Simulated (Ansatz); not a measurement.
System: HTe2, net charge -1, singlet state. It need not be the lowest isomer of its formula. Whether it binds its extra electron was not tested at this geometry. SMILES: [Te-][TeH]
Coordinates optimised at B3LYP-D3(BJ)/def2-TZVP (Ansatz, a program for electronic structure):
```xyz
3

Te    -0.0213     0.0955    -1.3989
Te     0.0111    -0.0638     1.3687
H      0.5271    -1.6485     1.5722
```
Charge -1, spin multiplicity 1.

Parts of the frozen-core correlation energy in STO-3G (Ansatz, hartree). Frozen orbitals: 46; correlated occupied orbitals by spin: 7 and 7; virtual: 2 and 2. No spin-orbit coupling. Past Kr the def2 sets carry scalar-relativistic core potentials. STO-3G rows are all-electron and non-relativistic.

```tsv
term	value
reference (HF)	-13094.79475
MP2 opposite-spin	-0.02350
MP2 same-spin	-0.00051
CCSD correlation	-0.03550
(T)	-0.00014
T1 diagnostic	0.006
largest doubles amplitude	0.102
```
